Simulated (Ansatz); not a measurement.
The same path of C2H5FOSn (10 atoms, charge 0, multiplicity 1) was run twice with different band settings. The coordinate that changes most is the dihedral F1–C2–Sn3–C4.

Method: Ansatz, RKS PBE-D4/def2-SVP.

Relaxed end points:

```xyz
10
Properties=species:S:1:pos:R:3
F -1.147 -2.336 -0.168
C 0.082 -1.745 -0.367
Sn 0.441 -0.061 1.070
C 0.216 1.969 -0.194
O -0.825 1.276 -0.453
H 0.888 -2.505 -0.260
H 0.134 -1.291 -1.381
H -0.994 -0.151 2.088
H 0.196 2.798 0.562
H 1.092 1.996 -0.895
```

```xyz
10
Properties=species:S:1:pos:R:3
F 1.157 -1.870 -1.181
C 0.051 -1.724 -0.363
Sn 0.385 -0.090 1.130
C 0.186 1.953 -0.173
O -0.888 1.309 -0.386
H -0.837 -1.442 -0.968
H -0.156 -2.679 0.173
H -1.101 -0.203 2.089
H 0.230 2.801 0.561
H 1.056 1.893 -0.880
```

Common settings: climbing image yes; spring 5.0 eV/Å²; optimiser quadratic models (default); start path IDPP; force threshold 0.05 eV/Å; iteration limit 60; end points relaxed.

| run | movable images |
| --- | --- |
| 1 | 7 |
| 2 | 1 |

What does each run give, and how far can it be trusted?

Run 1: converged after 7 iterations, highest image 0.009 eV above the first end. A vibrational analysis at the climbing image gives no mode beyond 40i cm⁻¹: the surface is too flat there to confirm a saddle point.
Run 2: converged after 8 iterations, highest image 0.007 eV above the first end. The dihedral F1–C2–Sn3–C4 jumps by 99° between images 1 and 2, so the path isn't resolved there. The top lies less than 8 meV above the higher end, about what the thresholds resolve: that end is a shoulder or a very shallow well. Another band between the same ends (7 images) ends at a top of the same energy, where a vibrational analysis finds no clearly imaginary modes. So few images can step over the top or miss a turn of the path.
